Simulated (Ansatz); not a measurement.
Two isomers of C2H7BN2Si: A = `N=C=CNB[SiH3]`, B = `CB(N)[SiH2]C#N`.

Gas-phase electronic energies from Ansatz, PBE0-D4/def2-TZVP geometries. CCSD(T)/CBS adds triple-zeta CCSD(T) − MP2 to the extrapolated MP2 energy (def2 sets, frozen cores). Functionals use def2-TZVPP. B3LYP here is the variant with VWN-RPA as its local correlation; programs differ in this. One conformer a species, not always the lowest.

A:

```xyz
13

N     2.016   -3.171   -0.179
C     1.108   -2.403    0.103
C     0.223   -1.534    0.530
N     0.122   -0.212    0.069
B    -0.840    0.720    0.447
Si   -0.794    2.577   -0.322
H     1.836   -3.788   -0.972
H    -0.502   -1.843    1.272
H     0.844    0.050   -0.587
H    -1.669    0.358    1.234
H    -2.052    2.898   -1.056
H    -0.632    3.609    0.742
H     0.340    2.739   -1.282
```

B:

```xyz
13

C     1.527    0.713   -0.176
B    -0.021    0.530   -0.335
N    -0.733    1.164   -1.345
Si   -1.054   -0.660    0.944
C    -0.268   -2.342    0.939
N     0.260   -3.366    0.896
H     1.967    1.379   -0.923
H     2.036   -0.255   -0.243
H     1.776    1.107    0.816
H    -0.291    1.769   -2.020
H    -1.723    1.059   -1.494
H    -2.480   -0.885    0.581
H    -0.997   -0.212    2.361
```

Which isomer does CCSD(T)/CBS put lower? Give the gap. (Estimate.)

The calculation gave: B, by 59.6 kcal/mol.

Give E(B) − E(A) in kcal/mol with ωB97M-V, B2PLYP, B3LYP-D4, HF/def2-TZVPP, MP2/def2-TZVPP, r2SCAN-D4, PBE0-D4. (Estimate.)

Computed: ωB97M-V -57.6, B2PLYP -57.1, B3LYP-D4 -53.0, HF/def2-TZVPP -61.4, MP2/def2-TZVPP -63.5, r2SCAN-D4 -52.3, PBE0-D4 -52.1. None reverses the order clearly.

Largest T1 diagnostic: 0.016.

From PBE to PBE0 (25 % exact exchange), in def2-TZVPP and without D4, E(B) − E(A) moves by −3.5 kcal/mol.
